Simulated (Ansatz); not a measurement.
`[OH][Al]([Cl])[CH2][SiH3]` + BH₃ → `B[CH2][Al]([OH])[Cl]` + SiH₄  (formal exchange of groups at a C–Si bond)

Calculated with Ansatz (gas phase, PBE0-D4/def2-TZVP geometries, no zero-point term in ΔE). CCSD(T)/CBS is the MP2 limit (def2-TZVPP, def2-QZVPP) plus CCSD(T) − MP2 in def2-TZVPP, frozen cores. This one scheme is used for every species. DFT in def2-TZVPP. HSE06 is defined as in plane-wave codes. Each species was taken in one conformer, which may not be the lowest.

```
             level  ΔE (kcal/mol)  difference from CCSD(T)/CBS
        r2SCANh-D4          -10.0                         -1.7
          HSE06-D4           -9.9                         -1.6
          BHLYP-D4           -7.8                          0.5
           ωB97X-V           -8.5                         -0.2
            B2PLYP           -9.2                         -0.9
          PBE-QIDH           -8.9                         -0.6
           r2SCAN0           -9.7                         -1.4
RPA@PBE/def2-TZVPP           -8.3                          0.0
     CCSD/def2-SVP          -10.4                         -2.1
      HF/CBS(def2)           -6.1                          2.2
       CCSD(T)/CBS           -8.3                            0
```

Largest T1 diagnostic among the species: 0.011.

Leaving LDA and LC-ωPBE aside and taking each functional with its dispersion term where it has one, the values, not all of them listed here, spread over 3.5 kcal/mol, from PBE-D4 to BHLYP-D4. LDA lies −2.1 kcal/mol from PBE without D4. At CCSD(T), def2-SVP lies −2.7 kcal/mol from the extrapolated value and def2-TZVPP −0.3 kcal/mol.

CCSD(T)/CBS has its own doubt, a few kJ/mol and more with outer-core shells, so smaller differences from it don't rank the levels.
